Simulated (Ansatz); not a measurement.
C₂H₇ClGeO₂ (SMILES C[CH2][Ge]([OH])([OH])[Cl]), singlet, at a GFN2-xTB geometry; Ansatz (a program for electronic structure) with PBE/6-31G.

The Ansatz input:
Ansatz 0.2 input:
```yaml
crystal:
  periodic: [false, false, false]
  atoms:
    - {symbol: C, position_ang: [-2.64125314, -0.32043885, 0.46909313]}
    - {symbol: C, position_ang: [-1.57400363, 0.73518866, 0.70527661]}
    - {symbol: Ge, position_ang: [0.25700826, 0.09382901, 0.20426102]}
    - {symbol: O, position_ang: [0.59041096, -1.37890096, 1.06594214]}
    - {symbol: O, position_ang: [1.59024310, 1.15062081, 0.66701984]}
    - {symbol: Cl, position_ang: [0.49610550, -0.29195543, -1.88216032]}
    - {symbol: H, position_ang: [-2.40960161, -1.22406163, 1.02738437]}
    - {symbol: H, position_ang: [-2.69988432, -0.57786886, -0.58604105]}
    - {symbol: H, position_ang: [-3.61264863, 0.05115590, 0.79070283]}
    - {symbol: H, position_ang: [-1.53090821, 1.00720349, 1.75901525]}
    - {symbol: H, position_ang: [-1.79387224, 1.63600933, 0.13230595]}
    - {symbol: H, position_ang: [1.51036726, -1.53871496, 1.27212188]}
    - {symbol: H, position_ang: [1.72479828, 1.94473289, 0.15496903]}
basis:
  gaussian:
    orbitals: 6-31G
hamiltonian:
  xc: pbe
```

Q: Predict the main parts of the log of this Ansatz run.

A: 
```
Functional definition: PBE
1369 factors; their error is unknown
mean field evaluation 1: about -75275.3903 eV, gradient 9.3e1 eV
mean field evaluation 2: about -75219.4680 eV, gradient 1.8e2 eV
mean field evaluation 4: about -75292.2849 eV, gradient 1.2e1 eV
mean field evaluation 8: about -75292.6123 eV, gradient 9.9e-2 eV
mean field evaluation 16: about -75292.5433 eV, gradient 1.9e-5 eV
mean field -75292.54327625 eV, -2766.9499302834 hartree, gradient 1.9e-5 eV, S^2 0.000000; 0 other end points of the search recorded, 0 dependent functions left out
reference -75292.54331508 eV, -2766.9499317104 hartree; 42, 42 occupied and 50, 50 virtual orbitals, 1369 factors
Total energy: -75292.54331508 eV, -2766.9499317104 hartree
```
